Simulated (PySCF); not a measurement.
## Deuteron quadrupole couplings in `C=NC([SiH3])([SiH3])CCF`

C4H12FNSi2.
Cartesian coordinates in Å at the GFN2-xTB level; atoms count from 1:
```xyz
20
C4H12FNSi2 angstrom
C     -1.2407    0.0536   -1.9234
N     -1.0958    0.6313   -0.8173
C     -0.3100    0.1869    0.2746
Si     0.6594    1.7831    0.7216
Si    -1.6651   -0.1648    1.6001
C      0.5571   -1.0609    0.0835
C      1.7659   -0.8417   -0.8147
F      2.4061   -2.0393   -1.0461
H     -1.8954    0.5196   -2.6474
H     -0.7768   -0.8864   -2.2299
H      1.5482    1.4969    1.8516
H      1.4521    2.2078   -0.4346
H     -0.2978    2.8288    1.0590
H     -1.0018   -0.4781    2.8678
H     -2.5362    0.9962    1.7155
H     -2.4288   -1.3319    1.1512
H     -0.0471   -1.8718   -0.3362
H      0.9132   -1.3953    1.0607
H      2.5009   -0.1811   -0.3444
H      1.4874   -0.4421   -1.7945
```

Level: PBE0/pcSseg-1 (PySCF, non-relativistic); Q(2H) = 0.00286 b; rigid geometry, the same for H and D, with no vibrational averaging.

Question: Rank these positions by the coupling χzz of a deuteron there, largest first.
A. H20 (methylene hydrogen)
B. H13 (Si–H hydrogen)
C. H11 (Si–H hydrogen)
D. H17 (methylene hydrogen)
E. H9 (hydrogen on a C=N carbon)

Answer: E (217 kHz), D (199 kHz), A (194 kHz), B (113 kHz), C (108 kHz).

Q: Give the electric field gradient Vzz (the principal value of largest size), its asymmetry and the 2H coupling at each hydrogen.

A: 
| atom | bonded to | bond length (Å) | Vzz (au) | η | χzz (kHz) |
| --- | --- | --- | --- | --- | --- |
| H9 | C1 | 1.082 | 0.3225 | 0.04 | 217 |
| H10 | C1 | 1.092 | 0.3016 | 0.05 | 203 |
| H11 | Si4 | 1.466 | 0.1613 | 0.01 | 108 |
| H12 | Si4 | 1.465 | 0.1617 | 0.03 | 109 |
| H13 | Si4 | 1.457 | 0.1676 | 0.03 | 113 |
| H14 | Si5 | 1.465 | 0.1617 | 0.02 | 109 |
| H15 | Si5 | 1.456 | 0.1684 | 0.02 | 113 |
| H16 | Si5 | 1.465 | 0.1614 | 0.02 | 108 |
| H17 | C6 | 1.095 | 0.2965 | 0.02 | 199 |
| H18 | C6 | 1.093 | 0.2995 | 0.04 | 201 |
| H19 | C7 | 1.095 | 0.2876 | 0.09 | 193 |
| H20 | C7 | 1.094 | 0.2883 | 0.07 | 194 |

Q: Average by the element that carries the hydrogen.

A: on C: 201 kHz over 6 positions, mean bond length 1.092 Å; on Si: 110 kHz over 6 positions, mean bond length 1.462 Å.

Q: How does χzz go with the bond length over the 6 C–H bonds?

A: A straight-line fit has a slope of -16.0 kHz for each 0.01 Å, with a correlation coefficient of -0.94, over lengths from 1.082 to 1.095 Å. The longer bonds have the smaller couplings here.

The structure is a single GFN2-xTB conformer in the gas phase; no vibrational or solvent corrections. GFN2-xTB bond lengths can be off by several hundredths of an ångström, more for odd bonds, and the gradients follow them. A larger basis could move these couplings by a tenth or more.

These values come from a run that also computed NMR shieldings. The run took 69 s on one thread of an Arm Neoverse N1, shared host with 64 logical CPUs at a one-minute load of 54, and the process peaked at 0.96 GiB of memory.
